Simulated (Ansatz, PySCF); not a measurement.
GeH2Br2, SMILES [Br][GeH2][Br]. Atoms are numbered in the order given.

```xyz
5

Ge     0.0000     0.0000     0.8784
Br     1.8954     0.0000    -0.4584
Br    -1.8954     0.0000    -0.4584
H      0.0000     1.2927     1.7054
H      0.0000    -1.2927     1.7054
```
Charge 0, spin multiplicity 1.

Geometry: B3LYP-D3(BJ)/def2-SVP.

Two levels are set side by side: PBE-D3(BJ)/def2-SVP (Ansatz, an electronic-structure program) and B3LYP-D3(BJ)/def2-SVP (Ansatz). Each level has its own optimised geometry; the coordinates shown are those of the second. Frequencies come from the Hessian of PySCF at each geometry. Differences are taken from unrounded values.

| quantity | B3LYP-D3(BJ) | PBE-D3(BJ) | PBE-D3(BJ) minus B3LYP-D3(BJ) |
|---|---|---|---|
| mean bond length (Å) | 1.927 | 1.933 | 0.006 |
| bond Ge1–Br2 (Å) | 2.319 | 2.320 | 0.001 |
| bond Ge1–Br3 (Å) | 2.319 | 2.320 | 0.001 |
| bond Ge1–H4 (Å) | 1.535 | 1.546 | 0.011 |
| bond Ge1–H5 (Å) | 1.535 | 1.546 | 0.011 |
| highest harmonic wavenumber (cm⁻¹) | 2171 | 2115 | -56 |
| mean harmonic wavenumber (cm⁻¹) | 861 | 835 | -26 |
| zero-point energy (kcal/mol) | 11.08 | 10.75 | -0.33 |

GGA bonds tend to be longer and softer than those of functionals with exact exchange. Differences between two approximate levels are no errors against the true value.
